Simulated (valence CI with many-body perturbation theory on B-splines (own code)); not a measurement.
**E1 line list for Tl L**

Level of theory: valence CI with perturbative core correlation (CI+MBPT): four valence electrons over a frozen Dirac-Fock core [Ar] 3d10, a basis of 11 s, 11 p, 9 d, 7 f, 5 g, 2 h, 1 i functions for each j, with the one-electron correlation potential Σ1 (screened to all orders), the two-electron term Σ2, the three-electron term Σ3, Breit, model QED; selected single and double excitations, second order for the rest (own B-spline code, finite nucleus).

No measured spectrum was set against this ion. As an estimate, large intervals hold to a few tenths of a per cent, small ones and those within an open d or f shell to about a per cent.

Lines 101 to 150 of 229 in falling wavelength, among levels below 678.23 eV, chosen from the strongest by gf and those to the six lowest levels. Wavelengths and rates use the calculated energies. Electric multipoles are in the length gauge, E1 and E2 with the static RPA response of the core. Weak lines are less certain than strong ones. Lines between different terms over intervals too small for the method are left out, as are lines whose strength nearly cancels. The highest levels of a list are the least certain.

Levels are named by their leading jj configuration (3d3/2^4 stands for four electrons in 3d with j = 3/2), which in mixed levels can hold well under half, so a name can repeat and another be missing. Letters in brackets count levels of one name in rising energy.

```tsv
λ vac (nm)	Upper	Lower	A (s⁻¹)	S (a.u.)
5.560	(4s 4p1/2 4p3/2 4d5/2) J=1 [b]	(4s 4p1/2 4p3/2^2) J=0	3.22e+11	8.20e-02
5.553	(4s 4p1/2 4p3/2 4d5/2) J=2 [d]	(4s 4p1/2 4p3/2^2) J=1 [b]	6.05e+11	2.56e-01
5.512	(4s 4p1/2 4p3/2 4d5/2) J=2 [d]	(4s 4p1/2 4p3/2^2) J=2 [b]	1.21e+11	4.99e-02
5.459	(4s 4p1/2 4p3/2 4d5/2) J=2 [d]	(4s 4p1/2 4p3/2^2) J=1 [a]	2.35e+11	9.42e-02
5.454	(4s 4p1/2 4p3/2 4d3/2) J=4	(4s^2 4p1/2 4d5/2) J=3	5.18e+10	3.73e-02
5.452	(4s 4p1/2 4p3/2 4d5/2) J=3 [c]	(4s 4p1/2 4p3/2^2) J=3	2.35e+10	1.32e-02
5.442	(4s 4p1/2 4p3/2 4d5/2) J=1 [a]	(4s 4p1/2 4p3/2^2) J=2 [a]	6.24e+10	1.49e-02
5.429	(4s 4p1/2 4p3/2 4d5/2) J=3 [b]	(4s 4p1/2 4p3/2^2) J=2 [a]	3.10e+11	1.71e-01
5.424	(4s 4p1/2 4p3/2 4d5/2) J=4 [c]	(4s 4p1/2 4p3/2^2) J=3	5.14e+11	3.65e-01
5.422	(4s 4p1/2^2 4d5/2) J=2	(4s 4p1/2^2 4p3/2) J=2	7.95e+10	3.13e-02
5.402	(4s^2 4p3/2 4d5/2) J=3	(4s^2 4p3/2^2) J=2	1.03e+12	5.62e-01
5.395	(4s 4p1/2 4p3/2 4d5/2) J=1 [c]	(4s 4p1/2 4p3/2^2) J=0	5.47e+10	1.27e-02
5.329	(4s^2 4p3/2 4d5/2) J=1	(4s^2 4p3/2^2) J=2	1.28e+11	2.86e-02
5.254	(4s^2 4p1/2 4f5/2) J=3	(4s^2 4p1/2 4d3/2) J=2	1.89e+11	9.47e-02
5.233	(4s 4p1/2 4p3/2 4d5/2) J=3 [c]	(4s 4p1/2 4p3/2^2) J=2 [a]	4.92e+11	2.44e-01
5.224	(4s 4p1/2 4p3/2 4d5/2) J=2 [c]	(4s 4p1/2 4p3/2^2) J=3	4.71e+10	1.66e-02
5.187	(4s 4p1/2 4p3/2 4d5/2) J=3 [d]	(4s 4p1/2 4p3/2^2) J=3	1.10e+11	5.30e-02
5.177	(4s 4p1/2 4p3/2 4d3/2) J=3 [b]	(4s^2 4p1/2 4d5/2) J=2	4.26e+10	2.04e-02
5.131	(4s 4p1/2 4p3/2 4d5/2) J=2 [d]	(4s 4p1/2 4p3/2^2) J=3	3.88e+10	1.29e-02
4.936	(4s 4p1/2 4p3/2 4d5/2) J=2 [d]	(4s 4p1/2 4p3/2^2) J=2 [a]	6.65e+10	1.97e-02
4.805	(4s 4p1/2 4p3/2^2) J=2 [a]	(4s^2 4p1/2 4p3/2) J=2	1.56e+10	4.26e-03
4.800	(4s 4p1/2 4p3/2 4d5/2) J=2 [a]	(4s^2 4p1/2 4d5/2) J=2	2.22e+11	6.06e-02
4.716	(4s 4p1/2 4p3/2^2) J=2 [a]	(4s^2 4p1/2 4p3/2) J=1	4.52e+11	1.17e-01
4.699	(4s 4p1/2 4p3/2 4d5/2) J=3 [a]	(4s^2 4p1/2 4d5/2) J=3	9.13e+10	3.27e-02
4.634	(4s 4p1/2 4p3/2^2) J=3	(4s^2 4p1/2 4p3/2) J=2	3.08e+11	1.06e-01
4.604	(4s 4p1/2 4p3/2 4d5/2) J=3 [b]	(4s^2 4p1/2 4d5/2) J=3	1.87e+11	6.32e-02
4.584	(4s 4p1/2 4p3/2 4d5/2) J=3 [b]	(4s^2 4p1/2 4d5/2) J=2	6.20e+10	2.06e-02
4.570	(4s 4p1/2 4p3/2 4d5/2) J=2 [b]	(4s^2 4p1/2 4d5/2) J=3	2.12e+11	4.98e-02
4.566	(4s 4p1/2 4p3/2 4d5/2) J=4 [b]	(4s^2 4p1/2 4d5/2) J=3	1.62e+11	6.86e-02
4.552	(4p1/2^2 4p3/2^2) J=2	(4s 4p1/2^2 4p3/2) J=1	6.38e+11	1.48e-01
4.475	(4s 4p1/2 4p3/2 4d3/2) J=1 [d]	(4s^2 4p1/2 4d3/2) J=1	5.09e+11	6.76e-02
4.470	(4s 4p3/2^3) J=2	(4s^2 4p3/2^2) J=2	1.30e+12	2.86e-01
4.452	(4s 4p1/2 4p3/2 4d3/2) J=2 [b]	(4s^2 4p1/2 4d3/2) J=2	6.70e+11	1.46e-01
4.450	(4s 4p1/2 4p3/2^2) J=0	(4s^2 4p1/2 4p3/2) J=1	5.28e+11	2.29e-02
4.444	(4s 4p1/2 4p3/2 4d5/2) J=4 [c]	(4s^2 4p1/2 4d5/2) J=3	5.92e+11	2.31e-01
4.443	(4s 4p1/2 4p3/2 4d5/2) J=3 [c]	(4s^2 4p1/2 4d5/2) J=2	9.43e+11	2.86e-01
4.416	(4p1/2^2 4p3/2^2) J=0	(4s 4p1/2^2 4p3/2) J=1	9.67e+11	4.11e-02
4.414	(4s 4p1/2 4p3/2 4d5/2) J=1 [b]	(4s^2 4p1/2 4d5/2) J=2	2.98e+11	3.80e-02
4.396	(4s 4p1/2 4p3/2^2) J=1 [a]	(4s^2 4p1/2 4p3/2) J=2	6.18e+10	7.77e-03
4.393	(4s 4p1/2 4p3/2 4d3/2) J=0 [b]	(4s^2 4p1/2 4d3/2) J=1	8.60e+11	3.60e-02
4.392	(4s 4p1/2 4p3/2 4d3/2) J=3 [b]	(4s^2 4p1/2 4d3/2) J=2	6.12e+10	1.79e-02
4.389	(4s 4p1/2^2 4p3/2) J=1	(4s^2 4p1/2^2) J=0	6.85e+11	8.57e-02
4.378	(4s 4p1/2 4p3/2 4d3/2) J=1 [b]	(4s^2 4p1/2 4d3/2) J=2	2.97e+11	3.69e-02
4.373	(4s 4p3/2^3) J=1	(4s^2 4p3/2^2) J=0	8.72e+11	1.08e-01
4.371	(4s 4p1/2 4p3/2 4d3/2) J=2 [c]	(4s^2 4p1/2 4d3/2) J=2	8.70e+10	1.79e-02
4.366	(4s 4p1/2 4p3/2 4d3/2) J=2 [d]	(4s^2 4p1/2 4d3/2) J=1	1.43e+12	2.93e-01
4.362	(4s 4p1/2 4p3/2^2) J=2 [b]	(4s^2 4p1/2 4p3/2) J=2	1.30e+12	2.67e-01
4.337	(4s 4p1/2 4p3/2 4d3/2) J=1 [c]	(4s^2 4p1/2 4d3/2) J=2	1.02e+12	1.23e-01
4.336	(4s 4p1/2 4p3/2^2) J=1 [b]	(4s^2 4p1/2 4p3/2) J=2	1.15e+12	1.38e-01
4.321	(4s 4p1/2 4p3/2^2) J=1 [a]	(4s^2 4p1/2 4p3/2) J=1	8.24e+11	9.84e-02
```
